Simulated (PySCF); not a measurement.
Excitations are Tamm–Dancoff values on a coarser integration grid. The basis has no diffuse functions, so Rydberg states are missing or too high.

Cartesian coordinates (Å):
SMILES: [NH2][Al]([NH2])[NH2]
```xyz
10

N     -0.0400     1.7668     0.0694
Al     0.0000     0.0000     0.0000
N      1.5458    -0.8439    -0.1619
N     -1.5058    -0.9229     0.0925
H     -0.8719     2.3212     0.1804
H      0.7658     2.3652     0.0039
H      1.6544    -1.8416    -0.2282
H      2.4460    -0.3967    -0.2014
H     -1.5690    -1.9267     0.0804
H     -2.4252    -0.5213     0.1649
```
Charge 0, multiplicity 1.

**Question.** Predict the HOMO, dipole moment, S1–T1 gap (TDA), brightest of the four lowest singlets (TDA), LUMO, S1 excitation (TDA), T1 excitation (TDA) and total energy from CAM-B3LYP-D3(BJ)/def2-TZVP (PySCF).

**Answer.** 
The HOMO is -8.15 eV, the dipole moment is 0.000 e·Å and the S1–T1 gap (TDA) is 0.41 eV. The brightest of the four lowest singlets (TDA) is 6.71 eV, the LUMO comes out as 1.10 eV and the S1 excitation (TDA) is 5.82 eV. The T1 excitation (TDA) is 5.41 eV and the total energy comes out as -410.4371 Ha.
